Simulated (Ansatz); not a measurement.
Ideal-gas functions of C2H4GeS (`C1=[CH][GeH2][S]1`) at 600 K and 1 bar, from an Ansatz frequency run at PBE0-D4/def2-TZVP.

Molar mass 132.73 g/mol, point group Cs (symmetry number 1), electronic degeneracy 1, moments of inertia 73.829, 144.39, 211.766 u Å². Harmonic wavenumbers (cm⁻¹, unscaled): 263, 358, 464, 516, 567, 662, 699, 718, 783, 869, 955, 1062, 1263, 1568, 2156, 2164, 3166, 3231.

Use S(trans) = R[1.5 ln M + 2.5 ln T − 1.1517]; rotational temperatures θ = 24.2544 K / I; S(rot) = R[ln(√π/σ · √(T³/θAθBθC)) + 1.5]; for each mode x = 1.438777 ν̃/T, S = R[x/(eˣ − 1) − ln(1 − e⁻ˣ)] and H = RT x/(eˣ − 1); 1 cm⁻¹ = 0.0119627 kJ/mol; R = 8.31446 J/(mol·K).

Q: By hand: the entropy, in J/(mol·K).

A: Translation 184.4. Rotation: θ = 0.3285, 0.168, 0.1145 K, giving 118.1. Vibration, mode by mode: 12.28, 9.83, 7.84, 7.05, 6.37, 5.29, 4.93, 4.75, 4.20, 3.57, 3.03, 2.48, 1.69, 0.94, 0.29, 0.29, 0.04, 0.03, in all 74.9. Electronic 0.0. Sum 377.4 J/(mol·K).

Q: By hand: H − E and G − E in kJ/mol, counted from the electronic energy.

A: Zero-point energy ½ × 21464 × 0.0119627 = 128.4; thermal vibration 27.2; translation, rotation and pV give 4 RT = 20.0. H − E = 175.6 kJ/mol, and G − E = 175.6 − 600 × 377.4/1000 = -50.8 kJ/mol.

Vibration gives 20 % of the entropy.
